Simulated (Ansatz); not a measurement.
AlF$_{2}$H$_{3}$Si, SMILES `[F][Al]([F])[SiH3]`, relaxed with RKS PBE0-D4/def2-TZVP in Ansatz 0.2.0 from a PBE-D4/def2-SVP geometry. The force threshold is 0.005 eV/Å; the program also tests the step.

Total charge 0; spin multiplicity 1.

Start:

```xyz
7

F     2.529    0.561    0.667
Al    0.871    0.796    0.671
F     0.313    2.096    1.567
Si   -0.673   -0.641   -0.538
H    -1.642   -1.265    0.431
H     0.059   -1.728   -1.274
H    -1.458    0.182   -1.525
```

Task: By how much does the energy fall, and how many steps does the optimiser take? (Best estimate.)

Result: The calculation gave: 3.47 kJ/mol, in 5 steps.

Task: Which bonds change most? (Estimate.)

Result: Computed: F1–Al2 from 1.674 to 1.643 Å; Al2–F3 from 1.674 to 1.644 Å; Si4–H7 from 1.506 to 1.488 Å; Si4–H5 from 1.506 to 1.488 Å.

Task: Give the relaxed structure. (An estimate is asked.)

Result: The calculation gave: 
```xyz
7

F     2.496    0.554    0.659
Al    0.872    0.801    0.675
F     0.320    2.076    1.553
Si   -0.671   -0.636   -0.534
H    -1.627   -1.259    0.421
H     0.057   -1.709   -1.259
H    -1.446    0.173   -1.513
```
